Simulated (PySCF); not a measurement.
**Electric field gradients and quadrupole coupling constants**

Compound: C5H4FNO2.
Numbering: `[N:1]#[C:2][C@@H:3]1[CH2:4][O:5][C:6]([F:7])=[CH:8][O:9]1` (hydrogens: H10 on C3; H11, H12 on C4; H13 on C8)

Structure used (GFN2-xTB), in Å, numbered top down from 1:
```xyz
13
C5H4FNO2 angstrom
N     -1.5885    2.3620    0.3338
C     -1.3315    1.3230   -0.0625
C     -0.9661    0.0083   -0.5734
C     -0.6315   -0.9283    0.6107
O      0.4675   -0.4274    1.3347
C      1.4594   -0.0058    0.5079
F      2.6195    0.1492    1.1513
C      1.3404    0.2156   -0.7966
O      0.1369    0.0945   -1.4531
H     -1.8014   -0.3924   -1.1599
H     -1.4634   -0.9946    1.3133
H     -0.3986   -1.9222    0.2065
H      2.1529    0.5187   -1.4303
```

Field gradients from the PBE0/pcSseg-1 density (PySCF, non-relativistic), principal values in atomic units, ordered |Vxx| ≤ |Vyy| ≤ |Vzz|:

```
atom      Vxx      Vyy      Vzz
  N1   0.4490   0.5723  -1.0212
  O5  -0.0788  -1.7745   1.8533
  O9  -0.0605  -1.9142   1.9747
```

Problem. Find the asymmetry η = (Vxx − Vyy)/Vzz and the couplings χ = eQV/h (234.96 MHz × Q in barn × V in au), with Q(14N) = 0.02044 b, Q(17O) = −0.0256 b.

Solution. 
```csv
atom,environment,nucleus,η,χzz (MHz),χxx (MHz),χyy (MHz)
N1,nitrile nitrogen,14N,0.12,-4.905,2.156,2.748
O5,cyclic ether oxygen,17O,0.91,-11.15,0.47,10.67
O9,cyclic ether oxygen,17O,0.94,-11.88,0.36,11.51
```

At O5 and O9 η is above 0.9: Vyy and Vzz are nearly equal in size and opposite in sign, so a small change could swap them and flip the sign of χzz. The tensor is traceless: Vxx + Vyy + Vzz = 0.

Problem. What is Vzz at O9 in SI units (1 au = 9.71736 × 10²¹ V/m²)?

Solution. 1.9747 au = 19.189 × 10²¹ V/m².

Problem. And the gradient at the other heavy atoms, for which no coupling is worked out here?

Solution. 
| atom | environment | Vzz (au) | η |
| --- | --- | --- | --- |
| C2 | nitrile carbon | -0.369 | 0.06 |
| C3 | sp3 carbon bound to oxygen | 0.321 | 0.71 |
| C4 | sp3 carbon bound to oxygen | 0.401 | 0.44 |
| C6 | vinylic C–F carbon | 0.402 | 0.11 |
| F7 | vinyl fluorine | 3.078 | 0.03 |
| C8 | vinylic carbon bearing oxygen | 0.334 | 0.31 |

Were the hydrogens deuterons (Q(2H) = 0.00286 b), χzz would run from 189 kHz (H12 and H10) to 225 kHz (H13).

Isolated species at its GFN2-xTB geometry (one conformer only). GFN2-xTB bond lengths can be off by several hundredths of an ångström, more for odd bonds, and the gradients follow them. These gradients aren't converged with respect to the basis.
